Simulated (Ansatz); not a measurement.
C3H3N, SMILES `C#C[C]N` (lower singlet) (charge 0, multiplicity 1). This singlet lies 1.00 eV below the relaxed triplet at the level B3LYP/cc-pVTZ // PBE0-D3(BJ)/def2-TZVP (Ansatz, a program for electronic structure).

Cartesian coordinates (Å):
```xyz
7

C      1.9268    -0.0166     0.5936
C      0.8013    -0.2743     0.2265
C     -0.4339    -0.7077    -0.2654
N     -1.4510     0.0653    -0.0018
H      2.9229     0.1907     0.9063
H     -2.3685    -0.1936    -0.3305
H     -1.3975     0.9362     0.5234
```
Charge 0, spin multiplicity 1.

Frozen-core energies in 6-31g from Ansatz at a geometry from PBE0-D3(BJ)/def2-TZVP; the HF reference has <S^2> = 0.00 (restricted, and unstable towards unrestricted orbitals) and the T1 diagnostic is 0.021.

```csv
level,energy (Ha),difference from CCSDT(Q) (mHa)
HF,-169.59476,400.76
MP2,-169.95207,43.44
CCSD,-169.97964,15.88
CCSD(T),-169.99318,2.34
CCSDT,-169.99384,1.67
CCSDT(Q),-169.99551,0.00
```
